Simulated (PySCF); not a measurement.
tetramethylammonium (C4H12N), SMILES C[N+](C)(C)C, charge +1. Atoms are numbered in the order given.

```xyz
17

C      0.8678     0.8678    -0.8678
N      0.0000     0.0000     0.0000
C     -0.8678     0.8678     0.8678
C     -0.8678    -0.8678    -0.8678
C      0.8678    -0.8678     0.8678
H      0.2265     1.4969    -1.4969
H      1.4969     0.2265    -1.4969
H      1.4969     1.4969    -0.2265
H     -1.4969     0.2265     1.4969
H     -1.4969     1.4969     0.2265
H     -0.2265     1.4969     1.4969
H     -1.4969    -0.2265    -1.4969
H     -0.2265    -1.4969    -1.4969
H     -1.4969    -1.4969    -0.2265
H      1.4969    -1.4969     0.2265
H      1.4969    -0.2265     1.4969
H      0.2265    -1.4969     1.4969
```
Charge +1, spin multiplicity 1.

Geometry: B3LYP-D3(BJ)/def2-SVP.

Level of theory: B3LYP/def2-TZVP in PySCF.

Symmetry labels are those of the subgroup D2 that the program uses (full group Td).

Computed valence orbital energies around the gap with their symmetry:
```
orbital  symmetry  energy (eV)
-------  --------  -----------
HOMO−7          A       -16.96
HOMO−6          A       -16.96
HOMO−5         B1       -15.82
HOMO−4         B3       -15.82
HOMO−3         B2       -15.82
HOMO−2         B1       -15.79
HOMO−1         B3       -15.79
HOMO           B2       -15.79
LUMO            A        -4.23
LUMO+1          A        -2.95
LUMO+2         B1        -2.63
LUMO+3         B2        -2.63
```
